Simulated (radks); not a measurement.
Values are calculated unless marked as measured or tabulated.
Spherical jellium clusters: N electrons in a uniform positive sphere of charge N and radius rs N^(1/3), rs = 3.14 bohr. Level of theory: non-relativistic Kohn-Sham, LDA (Slater exchange, Perdew-Wang correlation), spin-polarised, spherical densities (a radial shooting solver with Libxc functionals). Levels are named by radial order and angular momentum (1s, 1p, 1d, 2s, ...), and open shells are averaged over m.

N = 27, configuration 1s2 1p6 1d10 2s2 1f(up 7, down 0). This is the lowest configuration that the search found. Occupied and some empty levels:

| level | occupation | eigenvalue (eV) | <r> (bohr) |
|---|---|---|---|
| 1s up | 1 | -7.2240 | 5.706 |
| 1s down | 1 | -6.9331 | 5.376 |
| 1p up | 3 | -6.1431 | 6.798 |
| 1p down | 3 | -5.7177 | 6.639 |
| 1d up | 5 | -4.7957 | 7.565 |
| 1d down | 5 | -4.3058 | 7.523 |
| 2s up | 1 | -4.1842 | 6.252 |
| 2s down | 1 | -3.9158 | 6.447 |
| 1f up | 7 | -3.2337 | 8.245 |
| 1f down | 0 | -2.7276 | 8.301 |
| 2p up | 0 | -2.4310 | 7.697 |
| 2p down | 0 | -2.1753 | 7.842 |
| 1g up | 0 | -1.5230 | 8.990 |
| 1g down | 0 | -1.0440 | 9.187 |
| 2d up | 0 | -0.90030 | 9.960 |
| 2d down | 0 | -0.67702 | 10.41 |

Energy (eV): total -45.1836, kinetic 74.253, external -2480.6, Hartree 1219.4, exchange-correlation -121.80, background 1263.5.
